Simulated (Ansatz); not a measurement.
Ansatz (an electronic-structure program) input (CCSD(T)/def2-TZVPP):

Ansatz 0.2 input:
```yaml
crystal:
  periodic: [false, false, false]
  atoms:
    - {symbol: W, position_ang: [-0.00000000, -0.00000000, 0.00000000]}
    - {symbol: Cl, position_ang: [1.78888256, -0.59938166, -1.25235153]}
    - {symbol: Cl, position_ang: [0.67599292, 0.45464740, 2.11283526]}
    - {symbol: Cl, position_ang: [-0.96586825, 1.84162612, -0.89624511]}
    - {symbol: Cl, position_ang: [-1.49900723, -1.69689186, 0.03576138]}
basis:
  gaussian:
    orbitals: def2-TZVPP
magnetization: {spin_polarized: true, initial_magnetization: 2}
correlation: {method: ccsd_t, electrons: outside_noble_gas}
```

End of the output:

```
mean field evaluation 8: about -51828.5729 eV, gradient 3.5e-1 eV
mean field evaluation 16: about -51828.5771 eV, gradient 1.4e-5 eV
mean field evaluation 32: about -51828.5719 eV, gradient 5.0e-1 eV
mean field evaluation 64: about -51827.3485 eV, gradient 1.1e0 eV
mean field evaluation 96: about -51821.9418 eV, gradient 1.5e1 eV
mean field evaluation 128: about -51827.0675 eV, gradient 1.5e-3 eV
mean field evaluation 160: about -51826.4949 eV, gradient 1.1e-1 eV
mean field evaluation 192: about -51822.3768 eV, gradient 2.2e-2 eV
mean field evaluation 224: about -51827.2359 eV, gradient 1.6e-3 eV
mean field evaluation 256: about -51827.0675 eV, gradient 4.8e-3 eV
mean field evaluation 288: about -51826.7457 eV, gradient 7.2e-1 eV
mean field evaluation 320: about -51826.4955 eV, gradient 7.7e-3 eV
mean field evaluation 352: about -51825.6753 eV, gradient 3.4e-2 eV
mean field evaluation 384: about -51828.5771 eV, gradient 1.2e-3 eV
mean field evaluation 416: about -51826.7928 eV, gradient 1.9e-1 eV
mean field evaluation 448: about -51822.2426 eV, gradient 4.2e0 eV
mean field evaluation 480: about -51822.4800 eV, gradient 6.6e-1 eV
mean field evaluation 512: about -51822.2605 eV, gradient 9.3e-2 eV
mean field evaluation 544: about -51825.8518 eV, gradient 1.1e0 eV
mean field evaluation 576: about -51828.5771 eV, gradient 2.5e-3 eV
mean field evaluation 608: about -51827.0675 eV, gradient 2.8e-3 eV
mean field evaluation 640: about -51827.0407 eV, gradient 2.1e0 eV
mean field evaluation 672: about -51822.6995 eV, gradient 8.0e-1 eV
mean field evaluation 704: about -51826.3820 eV, gradient 1.3e0 eV
mean field -51828.57713092 eV, -1904.6650788900 hartree, gradient 2.1e-6 eV, S^2 2.022210; 11 other end points of the search recorded, 0 dependent functions left out
determinant -51828.57713092 eV, -1904.6650788900 hartree, with singles and doubles -51855.40633814 eV, -1905.6510340699 hartree
determinant -51827.23585232 eV, -1904.6157878105 hartree, with singles and doubles -51854.18318284 eV, -1905.6060839418 hartree
determinant -51827.06749747 eV, -1904.6096008840 hartree, with singles and doubles -51854.07321450 eV, -1905.6020426797 hartree
determinant -51826.79824486 eV, -1904.5997060329 hartree, with singles and doubles -51853.85600874 eV, -1905.5940605153 hartree
determinant -51826.49546398 eV, -1904.5885790409 hartree, with singles and doubles -51853.68475260 eV, -1905.5877669683 hartree
determinant -51825.67533910 eV, -1904.5584400076 hartree, with singles and doubles -51852.79189323 eV, -1905.5549549915 hartree
24 core orbitals not correlated
reference -51828.57713092 eV, -1904.6650788900 hartree; 18, 16 occupied and 182, 184 virtual orbitals, 1379 factors
second order -25.37869426 eV of doubles, -0.00000000 eV of singles
coupled cluster: 4.38 GiB planned
cycle   1  -26.66769953 eV  change    -1.1e0 eV  update   2.5e-2
cycle   2  -26.73634008 eV  change   -6.9e-2 eV  update   6.4e-3
cycle   3  -26.73401416 eV  change    2.3e-3 eV  update   4.3e-3
cycle   4  -26.73680951 eV  change   -2.8e-3 eV  update   1.6e-3
cycle   5  -26.73787890 eV  change   -1.1e-3 eV  update   7.5e-4
cycle   6  -26.73806238 eV  change   -1.8e-4 eV  update   2.5e-4
cycle   7  -26.73796672 eV  change    9.6e-5 eV  update   9.3e-5
cycle   8  -26.73797506 eV  change   -8.3e-6 eV  update   3.3e-5
perturbative correction -1.41876462 eV, -0.0521386382 hartree
Total energy: -51856.73387060 eV, -1905.6998199879 hartree
```

The spin state was set by rule; other spins were not relaxed.
